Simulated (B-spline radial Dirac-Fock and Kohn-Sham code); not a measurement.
## Dipole and non-dipole photoemission parameters of Nb⁵⁺ 3d5/2

System: niobium as Nb⁵⁺ in the configuration [Ar] 3d10 4s2 4p6; threshold 280.4 eV (orbital energy of the model). Model: Dirac-Hartree-Slater photoionisation with a Latter tail; cross sections with all multipoles, angular parameters from the dipole term and its interference with E2. Program: a radial B-spline solver.

The run's input, task.json:

```json
{"items": [{
  "Z": 41,
  "q": 5,
  "cfg": [[1, 0, 2], [2, 0, 2], [2, 1, 6], [3, 0, 2], [3, 1, 6], [3, 2, 10], [4, 0, 2], [4, 1, 6]],
  "A": 93,
  "rrms": 4.324,
  "do": "xps",
  "hv": [66.3, 126.0, 144.0, 148.0, 150, 163.0, 300, 396.0, 400, 410.0, 442.0, 455.0, 540.0, 553.0, 768.0, 800, 970.0, 1486.9, 1630.0, 1840.0, 1910.0, 1980.0, 2000, 3190.0, 4000, 6000, 6670.0, 10300.0, 12800.0, 13100.0]
}]}
```

Launch: `python xray2_run.py task.json out`

For linearly polarised light dσ/dΩ = σ/(4π) [1 + β P₂(cos θ) + (δ + γ cos²θ) sin θ cos φ], with θ from the polarisation vector and φ the angle between the beam and the projection of the electron momentum on the plane normal to the polarisation.

```
hν (eV)  σ (kb)      β       γ      δ
    300    2720  0.303  -0.027  0.001
    396    2010  0.719  -0.034  0.016
    400    1970  0.732  -0.034  0.016
    410    1890  0.764  -0.032  0.017
    442    1640  0.851  -0.025  0.020
    455    1550  0.880  -0.022  0.021
    540    1070  1.022   0.007  0.027
    553    1020  1.038   0.012  0.028
    768     448  1.180   0.105  0.038
    800     402  1.190   0.120  0.040
    970     237  1.218   0.197  0.047
 1486.9    66.6  1.191   0.406  0.068
   1630    49.9  1.173   0.456  0.074
   1840    33.9  1.144   0.523  0.082
   1910    30.0  1.135   0.544  0.085
   1980    26.7  1.125   0.564  0.088
   2000    25.8  1.122   0.570  0.089
   3190    5.26  0.967   0.838  0.139
   4000    2.33  0.882   0.964  0.173
   6000   0.511  0.728   1.170  0.255
   6670       ?      ?       ?      ?
  10300  0.0605  0.540   1.393  0.414
  12800  0.0248  0.470   1.461  0.497
  13100  0.0226  0.463   1.468  0.506
```

Question: Give the values at 6670 eV.

Answer: σ = 0.340 kb, β = 0.689, γ = 1.219, δ = 0.282.

Values without a named source are computed, but for edge energies of neutral atoms, which are taken from tables.
